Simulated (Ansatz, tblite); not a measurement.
Spin states of Si2Te, each relaxed with r2SCAN-D4/def2-TZVP in Ansatz. Electronic energies in the gas phase.

In the def2 sets Te takes a core potential; there is no spin–orbit coupling. The xTB rows come from tblite. B3LYP takes the VWN-RPA correlation. HSE06 is defined as in plane-wave codes, on full-range PBE exchange. Correlated methods freeze 14 core orbitals; core or outer-core shells of Te are correlated, in sets that lack core-valence functions. The structure comes from a short search, and lower isomers may exist.

Singlet geometry (C2v within 0.1 Å):

```xyz
3

Si    1.087    0.089   -0.883
Si   -1.290    0.163   -0.529
Te    0.202   -0.252    1.412
```

Triplet geometry (C2v within 0.1 Å):

```xyz
3

Si   -0.502    0.719    1.050
Si    0.883   -0.961    0.411
Te   -0.381    0.242   -1.462
```

Quintet geometry (C2v within 0.1 Å):

```xyz
3

Si   -0.615   -1.003   -0.746
Si    0.899   -0.480    0.949
Te   -0.285    1.483   -0.203
```

⟨S²⟩: triplet 2.01 at PBE0-D4/def2-TZVP (pure 2.00), quintet 6.01 at PBE0-D4/def2-TZVP (pure 6.00).

Run but left out: HF/STO-3G (singlet: restricted singlet, unstable in another Hartree–Fock run and untested here); HF/def2-TZVP, HF/def2-TZVPP (singlet: restricted singlet, unstable towards broken spin symmetry).

Only these spin states were relaxed.

```csv
level,triplet − singlet (kcal/mol),quintet − singlet (kcal/mol),lowest of these,remarks
GFN1-xTB,15.1,87.7,singlet,–
revPBE-D4/def2-TZVP,15.4,69.9,singlet,–
r2SCAN-D4/def2-TZVP,13.4,65.5,singlet,–
B3LYP-D4/def2-TZVP,17.9,74.6,singlet,–
HSE06-D4/def2-TZVP,16.4,69.4,singlet,–
ωB97X-V/def2-TZVP,21.1,76.3,singlet,–
MP2/def2-TZVP,22.4,75.6,singlet,restricted SCF unstable (singlet)
CCSD/def2-TZVPP,20.8,72.6,singlet,restricted SCF unstable (singlet)
```

Problem. Estimate the rows for GFN2-xTB, LDA (SPW92)/def2-TZVP, PBE-D4/def2-TZVP, PBE0-D4/def2-TZVP, RPA@PBE/def2-TZVP, MP2/def2-TZVPP, CCSD(T)/def2-TZVPP.

Solution. 
```csv
level,triplet − singlet (kcal/mol),quintet − singlet (kcal/mol),lowest of these,remarks
GFN2-xTB,24.7,77.4,singlet,–
LDA (SPW92)/def2-TZVP,18.0,78.3,singlet,–
PBE-D4/def2-TZVP,15.8,71.3,singlet,–
PBE0-D4/def2-TZVP,16.4,69.3,singlet,–
RPA@PBE/def2-TZVP,19.7,75.2,singlet,–
MP2/def2-TZVPP,22.5,75.8,singlet,restricted SCF unstable (singlet)
CCSD(T)/def2-TZVPP,20.7,74.7,singlet,restricted SCF unstable (singlet)
```

The xTB methods have no spin-polarisation term.
